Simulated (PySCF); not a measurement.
Computed vibrations of Bi(CN)3

Bi(CN)3 (singlet). PySCF 2.14.0, RKS PBE0, Bi def2-SVP with ECP60, C def2-SVP, N def2-SVP; non-relativistic Hamiltonian with scalar-relativistic core potentials where named; density fitting; no spin-orbit coupling. Central differences of gradients.

```xyz
7

Bi    0.0000    0.0000    0.4100
C     1.8538    0.0000   -0.8157
N     2.8889    0.0000   -1.3404
C    -0.9269    1.6054   -0.8157
N    -1.4444    2.5018   -1.3404
C    -0.9269   -1.6054   -0.8157
N    -1.4444   -2.5018   -1.3404
```

Run from Python with OMP_NUM_THREADS=2. Where DIIS fails, smearing, a level shift and second-order steps follow.
It took 46 s on 2 threads of Arm Neoverse V1 (shared host).

(1) What are the harmonic wavenumbers and infrared intensities?

(2) Is this a minimum?

Answers

(1) Modes are labelled in C3v; negative numbers are unstable modes, those under 60 cm⁻¹ near the noise; a finer grid moves soft modes by up to 10 cm⁻¹.
```json
{"cm⁻¹": "72", "km/mol": "3.4", "symmetry": "e"}
{"cm⁻¹": "72", "km/mol": "3.4", "symmetry": "e"}
{"cm⁻¹": "78", "km/mol": "10.8", "symmetry": "a1"}
{"cm⁻¹": "220", "km/mol": "0.1", "symmetry": "e"}
{"cm⁻¹": "220", "km/mol": "0.1", "symmetry": "e"}
{"cm⁻¹": "224", "km/mol": "0.0", "symmetry": "a2"}
{"cm⁻¹": "318", "km/mol": "0.2", "symmetry": "e"}
{"cm⁻¹": "318", "km/mol": "0.2", "symmetry": "e"}
{"cm⁻¹": "326", "km/mol": "0.0", "symmetry": "a1"}
{"cm⁻¹": "396", "km/mol": "54.8", "symmetry": "e"}
{"cm⁻¹": "396", "km/mol": "54.8", "symmetry": "e"}
{"cm⁻¹": "414", "km/mol": "40.2", "symmetry": "a1"}
{"cm⁻¹": "2333", "km/mol": "33.1", "symmetry": "e"}
{"cm⁻¹": "2333", "km/mol": "33.1", "symmetry": "e"}
{"cm⁻¹": "2336", "km/mol": "20.0", "symmetry": "a1"}
```

(2) Yes. Ideal gas at 298.15 K and 1 bar: S = 397.3 J/(mol K), Cp = 119.6 J/(mol K), H − H(0 K) = 25.8 kJ/mol (rigid rotor, harmonic modes, spin degeneracy alone).
